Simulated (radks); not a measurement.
The numbers below are computed, except where a source is named.
Task: Coherent X-ray form factor from a spherical all-electron density. Level of theory: scalar-relativistic Kohn-Sham, LDA (Slater exchange, Perdew-Wang correlation), spin-polarised, spherical densities, finite nucleus; Fermi nuclear charge, rms radius of each element as measured or else 0.836 A^(1/3) + 0.57 fm (a radial shooting solver on a logarithmic mesh with Libxc functionals).

| sin(theta)/lambda (1/angstrom) | f0 (electrons) |
|---|---|
| 0.05 | 18.804 |
| 0.1 | 18.239 |
| 0.15 | 17.367 |
| 0.2 | 16.276 |
| 0.25 | 15.064 |
| 0.3 | 13.822 |
| 0.4 | 11.524 |
| 0.5 | 9.709 |
| 0.6 | 8.416 |
| 0.8 | 6.898 |
| 1 | 5.967 |
| 1.25 | 4.937 |
| 1.5 | 3.966 |
| 2 | 2.517 |

The species is in the configuration that NIST lists as its ground one. Which atom or ion scatters so?

Result: The vanadium ion V4+, [Ar] 3d1. Extrapolating in s^2 from the first two rows gives f0(0) = 19.0, near the electron count 19; among species with that count, the fall with angle is slower the higher Z, and the table is that of Z = 23; from so few rows the species is fixed only to a neighbour or two.
